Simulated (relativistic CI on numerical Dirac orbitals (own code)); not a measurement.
## What each ingredient does to the levels of Mn IV

Base calculation: Dirac-Coulomb-Breit CI, separate exchange-only KLI orbitals for each configuration, QED by a radiative potential, valence Slater integrals scaled by 0.85, P86 correlation energy added to each configuration.

CI space (outside the closed core [Ne] 3s2): 3p⁶3d⁴, 3p⁶3d³4s, 3p⁶3d³4p, 3p⁶3d³4d, 3p⁵3d⁵, 3p⁶3d³5s, 3p⁶3d³5p, 3p⁶3d³4f, 3p⁶3d³5d, 3p⁶3d²4s4p, 3p⁶3d³5f, 3p⁶3d³5g, 3p⁶3d²4s², 3p⁶3d4s²4p, 3p⁶3d4s²4d, 3p⁶3d4s²5s, 3p⁶3d4s²5p, 3p⁶3d²4p², 3p⁶3d4s4p², 3p⁶3d4p³, 3p⁶3d4p²4d, 3p⁶3d4p²5s, 3p⁶3d4p²5p, 3p⁶3d²4s4d, 3p⁶3d4s4p4d, 3p⁶3d4s4d², 3p⁶3d4s4d5s, 3p⁶3d4s4d5p. Double excitations out of closed p, d and f shells are left out; levels of such configurations are missing from the list, as are those of other unlisted configurations, and high levels can miss mixing partners.

Variants: (1) valence Slater integrals scaled by 0.75; (2) Slater integrals left unscaled; (3) one mean potential for all configurations; (4) non-relativistic limit. Shifts of the energy above 3p⁶3d⁴ ⁵D0, in cm⁻¹, for the lowest level and the first level of each name with at least 55 % of one term (blank where a level changes its place among those of its configuration and J or its character, or is not in the variant):

| Level | Base | Δ(1) | Δ(2) | Δ(3) | Δ(4) | Measured |
| --- | --- | --- | --- | --- | --- | --- |
| 3p⁶3d⁴ ⁵D0 | 0.0 | 0.0 | 0.0 | 0.0 | 0.0 | 0.0 |
| 3p⁶3d⁴ ⁵D1 | 91.0 | +0.5 | -0.3 | -5.8 | -91.0 | 99.0 |
| 3p⁶3d⁴ ⁵D2 | 267.1 | +0.7 | -0.1 | -16.8 | -267.1 | 286.8 |
| 3p⁶3d⁴ ⁵D3 | 518.6 | -0.5 | +1.8 | -32.3 | -518.6 | 552.2 |
| 3p⁶3d⁴ ⁵D4 | 834.5 | -3.9 | +6.4 | -51.6 | -834.5 | 885.8 |
| 3p⁶3d⁴ ³H4 | 20012.2 | -2309.1 | +3462.9 | -111.9 | -127.2 | 21280.7 |
| 3p⁶3d⁴ ³H5 | 20184.4 | -2307.1 | +3461.4 | -125.3 | -299.4 | 21474.8 |
| 3p⁶3d⁴ ³H6 | 20367.6 | -2307.6 | +3462.7 | -139.4 | -482.6 | 21679.3 |
| 3p⁶3d⁴ ³P0 | 21413.4 | -2542.8 | +3809.2 | -56.7 | +632.8 | 20654.2 |
| 3p⁶3d⁴ ³P1 | 21987.0 | -2539.4 | +3805.8 | -89.8 | +59.2 | 21278.8 |
| 3p⁶3d⁴ ³P2 | 22974.3 |  | +3815.2 | -144.4 | -928.2 | 22324.7 |
| 3p⁶3d⁴ ³F2 | 23017.1 |  | +3946.9 | -115.4 | -238.9 | 22791.0 |
| 3p⁶3d⁴ ³F3 | 23073.4 | -2642.0 | +3957.1 | -116.4 | -295.2 | 22862.3 |
| 3p⁶3d⁴ ³F4 | 23164.4 | -2645.1 | +3962.0 | -121.5 | -386.2 | 22959.1 |

For a near-neutral ion this model can misplace configurations by up to about 10,000 cm⁻¹ (more where the count of f electrons changes) and terms by 10 to 25 % of their spread. Rates follow the energies as ν³ (E1, M1) or ν⁵ (E2), so they and the lifetimes can be off by large factors. The fine structure of a lone outer electron comes out too small, for d and f at times inverted, and misplaced configurations move strength between like terms. 64 of the 66 excited levels that our extract of the measured tables holds in this range could be paired (the sources list more); they are missed by 987 cm⁻¹ on average and 1841 at most, and levels without a partner can miss by more.

Measured levels: Corliss and Sugar, J. Phys. Chem. Ref. Data 6, 1253 (1977).

Ionisation energy from the two ground configurations alone: base 51.27 eV; valence Slater integrals scaled by 0.75 51.14 eV; Slater integrals left unscaled 51.46 eV. The NIST ASD value (semi-empirical) is 51.21 eV.
